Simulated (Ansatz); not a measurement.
The cluster Pd3⁻. Charge -1, multiplicity 2. Geometry PBE0-D4/def2-TZVPD; atoms count from 1.

Cartesian coordinates in Å:
```
Pd -0.6733 -0.9229 0.9352
Pd 0.4005 -0.4702 -1.3410
Pd 0.2728 1.3931 0.4058
```

In the def2 sets Pd takes a core potential; there is no spin–orbit coupling. The structure comes from a short search, and lower isomers may exist.

(1) Estimate the Mulliken populations from the PBE0/def2-TZVPD orbitals of Ansatz.

(2) Where does the spin sit?

(3) And the Mayer bond orders between heavy atoms (over 0.3)?

## Answers

(1) 
```tsv
atom	charge (e)	spin (α − β)	d electrons
Pd1	-0.33	0.33	9.48
Pd2	-0.33	0.33	9.48
Pd3	-0.33	0.33	9.48
```
Mulliken values depend strongly on the basis. With diffuse functions, as here, like atoms can get unlike values, and bond orders can come out too low or too high.

(2) Summed by element: Pd 1.00, of 1 unpaired in all. Largest on single atoms: Pd1 0.33, Pd2 0.33, Pd3 0.33.

(3) Pd1–Pd2 0.74 (2.56 Å); Pd1–Pd3 0.74 (2.56 Å); Pd2–Pd3 0.74 (2.56 Å).
